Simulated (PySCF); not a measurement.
## Working out the ionisation energy of Hg²⁺

Hg²⁺ [Xe] 4f14 5d10 (1S) → Hg³⁺ [Xe] 4f14 5d9 (2D). All numbers are calculated (PySCF 2.14, scalar relativity through the core potential, in def2-TZVPPD with the def2 core potential (60 electrons) (6s6p3d2f1g, 62 functions)). Frozen: nothing. Energies in hartree (1 hartree = 27.21139 eV):

```json
{"part": "UHF", "Hg²⁺ (lower)": "-151.611930", "Hg³⁺ (upper)": "-150.376822"}
{"part": "MP2 opposite-spin", "Hg²⁺ (lower)": "-0.348928", "Hg³⁺ (upper)": "-0.310981"}
{"part": "MP2 same-spin", "Hg²⁺ (lower)": "-0.172575", "Hg³⁺ (upper)": "-0.149020"}
```

**Question.** What does Hartree-Fock give?

**Answer.** (-150.376822) − (-151.611930) = 1.235108 hartree = 33.609 eV.

**Question.** What do MP2 and SCS-MP2 (6/5 opposite-spin, 1/3 same-spin) give?

**Answer.** The opposite-spin parts differ by 1.033 eV and the same-spin parts by 0.641 eV. MP2: 33.609 + (1.033) + (0.641) = 35.283 eV. SCS-MP2: 33.609 + 1.2 × (1.033) + (0.641)/3 = 35.062 eV.

Reference: 34.49 ± 0.05 eV (measured; NIST Atomic Spectra Database, ionization energies), between the lowest levels; spin-orbit coupling is absent from the calculation.

What remains against the reference includes basis incompleteness and correlation beyond second order.
